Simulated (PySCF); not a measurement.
# Reading the logs of faulty runs: AlH3OSi

Calculated results; nothing here was measured. The program is PySCF 2.14.0, an open-source quantum chemistry code, run on an isolated molecule that a program drew, which may never have been made. The molecule is AlH3OSi (charge 0, singlet), drawn as the SMILES string `[Al][O][SiH3]`.

Each row is a Hartree-Fock (HF) and frozen-core CCSD(T) single point in the cc-pV(D+d)Z basis, meant for a local HF minimum. Run 1 is clean. Each other run has one planted mistake out of seven kinds, and not every kind appears here: one electron removed, one electron added, multiplicity raised by two, geometry at a saddle point, minimal basis STO-3G, one bond length entered in bohr, all coordinates scaled. The reference is restricted for singlets and unrestricted otherwise, and also for a bond in bohr. Adding or removing an electron swaps singlet and doublet. Electrons count all cores. HOMO and LUMO are orbital energies over both spins, the gradient is its largest component, and the lowest frequency (negative if imaginary) is given only where the gradient is small. Bond lengths are over the 5 bonds as drawn. T1 is the CCSD diagnostic: over 0.02 (restricted) or 0.045 (unrestricted) a single reference is doubtful.

Geometry of the clean run:
```xyz
6
AlH3OSi, angstrom
Al   -2.7886   -1.6902    0.7144
O    -1.3326   -2.2270    0.0184
Si    0.0694   -2.7439   -0.6510
H    -0.1274   -4.0569   -1.3059
H     0.5416   -1.7753   -1.6661
H     1.1135   -2.8859    0.3888
```

```
run,electrons,basis functions,<S^2>,HOMO (eV),LUMO (eV),gradient (hartree/bohr),lowest frequency (cm^-1),mean bond (Å),longest bond (Å),T1,HF (hartree),CCSD(T) (hartree),mistake
1,38,75,0.000,-8.74,1.56,1.6e-05,106,1.5559,1.701,0.0153,-607.56191,-607.93708,no fault
2,39,75,0.775,0.70,6.59,5.7e-02,-,1.5559,1.701,0.0184,-607.51999,-607.90202,one electron added
3,37,75,0.752,-16.30,-7.43,7.4e-02,-,1.5559,1.701,0.0201,-607.26619,-607.60753,one electron removed
4,38,75,0.000,-8.98,1.43,4.2e-02,-,1.6757,1.832,0.0184,-607.53334,-607.91715,?
```

**Which mistake was planted in run 4, and what did it cost?**

The mean and the longest bond both change by the same factor, 1.077, and the gradient is no longer small. So the mistake is: all coordinates scaled. Subtracting run 1 and multiplying by 627.51 kcal/mol a hartree, the energy moved by 17.9 kcal/mol in HF and 12.5 kcal/mol in CCSD(T).

Cautions from the logs. Run 2: the HOMO is above zero, so the electron isn't bound and the energy depends on the basis.
